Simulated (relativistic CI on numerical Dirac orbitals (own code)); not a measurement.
Method of calculation: Dirac-Coulomb-Breit CI, KLI orbitals optimised for each configuration, model QED, unscaled Slater integrals (own radial code, finite nucleus).

CI space (outside the closed core [Ar] 3d10): 4s²4p⁵, 4s4p⁶, 4s²4p⁴4d, 4s4p⁵4d, 4s²4p⁴4f, 4s4p⁵4f, 4p⁶4d, 4s4p⁴4d², 4s²4p³4d4f, 4p⁶4f, 4p⁵4d4f, 4s4p⁴4f², 4s²4p⁴5s, 4p⁶5s, 4s²4p⁴5p, 4s4p⁴4d5s, 4s²4p³4f5s, 4s4p⁵5s, 4s²4p⁴5d, 4s4p⁵5p, 4s²4p⁴5f, 4s²4p⁴5g, 4s4p⁵5d, 4p⁵4f5s, 4s4p⁵5f, 4s²4p⁴6s, 4s4p⁵5g, 4s²4p³4d², 4s²4p²4d³, 4s4p³4d³, 4s²4p²4d²4f, 4s4p³4d²4f, 4s²4p²4d²5s, 4p⁵4d², 4p⁴4d³, 4p⁴4d²4f, 4p⁴4d²5s, 4p⁵4d5s, 4p⁴4d4f5s, 4p⁴4d5s², 4s²4p³5s², 4s²4p²4d5s², 4s4p³4d5s², 4s²4p²4f5s², 4s4p³4f5s². Double excitations out of closed p, d and f shells are left out; levels of such configurations are missing from the list, as are those of other unlisted configurations, and high levels can miss mixing partners. These lack a partner that the ground configuration has and come out too high: 4s²4p⁴5p, 4s4p⁵5s, 4s²4p⁴5d, 4s4p⁵5p, 4s²4p⁴5f.

At this charge energies of transitions that change n are usually good to better than 1 %, and those within a shell (Δn = 0) to a few per cent.

Outline of the computed level scheme of Hg XLVI. Lowest level of each configuration: 4s²4p⁵ ²P°3/2 at 0.000 eV; 4s²4p⁴4d ⁴D3/2 at 170.945 eV; 4s4p⁶ ²S1/2 at 265.918 eV; 4s²4p³4d² ⁴F°3/2 at 350.174 eV.

Some strong electric-dipole decays among the lowest 45 levels: 4s²4p⁴4d ²S1/2 → 4s²4p⁵ ²P°3/2 (4.0e+12 s⁻¹); 4s²4p⁴4d ²D5/2 → 4s²4p⁵ ²P°3/2 (3.0e+12 s⁻¹); 4s²4p⁴4d ²P3/2 → 4s²4p⁵ ²P°3/2 (2.7e+12 s⁻¹); 4s²4p⁴4d ²P1/2 → 4s²4p⁵ ²P°1/2 (1.7e+12 s⁻¹); 4s4p⁶ ²S1/2 → 4s²4p⁵ ²P°3/2 (1.0e+12 s⁻¹); 4s²4p⁴4d ²D3/2 → 4s²4p⁵ ²P°1/2 (1.0e+12 s⁻¹); 4s²4p⁴4d ²D5/2 → 4s²4p⁵ ²P°3/2 (8.5e+11 s⁻¹); 4s²4p⁴4d ²P3/2 → 4s²4p⁵ ²P°3/2 (6.0e+11 s⁻¹).

LS names give the leading component of a level, which can be under half, so a name can repeat, a term be missing and a line seem to break the LS rules.
